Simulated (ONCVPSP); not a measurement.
## Varying the ONCV potential for thallium

Base potential:

```json
{
  "Element": "thallium",
  "Generator": "ONCVPSP 4.0.1",
  "Type": "optimised norm-conserving Vanderbilt (ONCV)",
  "Functional": "PBEsol",
  "Relativity": "non-relativistic",
  "Frozen core": "[Xe] 4f14 5d10",
  "Valence charge": "3",
  "Reference configuration": "6s2 6p1",
  "Partial waves": "6s: rc 2.45 bohr, ncon 4, nbas 8, qcut 2.5 1/bohr, 1 projector; 6p: rc 2.45 bohr, ncon 4, nbas 8, qcut 3.9 1/bohr, local",
  "Local potential": "the p channel",
  "Core correction": "polynomial model core, fcfact 0.7"
}
```

All-electron outer shells of the reference configuration (PBEsol, non-relativistic, ld1.x):

```tsv
shell	level (eV)	outermost node (bohr)	outermost maximum (bohr)
5p	-70.59	0.52	0.94
5d	-18.23	0.54	1.11
6s	-7.54	1.16	2.35
6p	-2.59	1.28	3.02
```

Cutoffs, loose and tight: the cutoffs (Ha) at which the residual kinetic energy of the hardest occupied pseudo-wave falls to 1 and 0.1 mHa per electron. They do not see the model core or the augmentation charge, which bear on the density cutoff. Test errors are all-electron minus pseudo excitation energies from the reference, over the configurations 6s2 6p0; 6s1 6p0; 6s2 6p0.5; 6s1 6p1. A dash means not determined; rows that change the core or the reference have their own tests.

A true bound ghost makes a file unfit for plane-wave use even where its test errors are small: the radial tests pick states by their node count and pass the ghost by.

```tsv
change	outcome	cutoff, loose	cutoff, tight	bound ghosts	GHOST(+) flags above zero	largest test error (meV)
base	generated	8.4 Ha	26 Ha	none	none	-210
all radii but the core radius scaled by about 0.84 (s 2.06, p 2.06 bohr)	generated	11 Ha	45 Ha	none	s	-170
all radii but the core radius scaled by about 0.94 (s 2.30, p 2.30 bohr)	generated	8.9 Ha	29 Ha	none	none	-207
all radii but the core radius scaled by about 1.12 (s 2.74, p 2.74 bohr)	generated	5.3 Ha	21 Ha	none	none	-216
all radii but the core radius scaled by about 1.18 (s 2.88, p 2.88 bohr)	generated	4.2 Ha	18 Ha	none	none	-221
```

(1) What comes out with this change to the base: all radii but the core radius scaled by about 1.27 (s 3.10, p 3.10 bohr)?

(2) What comes out with this change to the base: all radii but the core radius scaled by about 1.34 (s 3.28, p 3.28 bohr)?

(3) What comes out with this change to the base: all radii but the core radius scaled by about 0.80 (s 1.96, p 1.96 bohr)?

## Answers

(1) outcome: generated; cutoff, loose: 3.9 Ha; cutoff, tight: 14 Ha; bound ghosts: none; GHOST(+) flags above zero: none; largest test error (meV): -229.

(2) outcome: generated; cutoff, loose: 3.7 Ha; cutoff, tight: 8.8 Ha; bound ghosts: none; GHOST(+) flags above zero: none; largest test error (meV): -238.

(3) outcome: generated; cutoff, loose: 39 Ha; cutoff, tight: 53 Ha; bound ghosts: s; GHOST(+) flags above zero: none; largest test error (meV): -257.

Reading the sweep of the scale of all radii but the core radius (base = 1) (base included, trends over the rows without a ghost): The loose cutoff falls from 11 Ha at 0.84 to 3.7 Ha at 1.34. A larger radius leaves more room for a smooth pseudo-wave, so fewer plane waves are needed; a smaller one forces it to follow the all-electron wave where it bends sharply. The median size of the test errors (rows with all tests solved) rises from 27.1 meV at 0.84 to 46.9 meV at 1.34. More of the atom is replaced by a form fitted at one configuration, so other configurations suffer as the radius grows. Bound ghosts are found at 0.8.
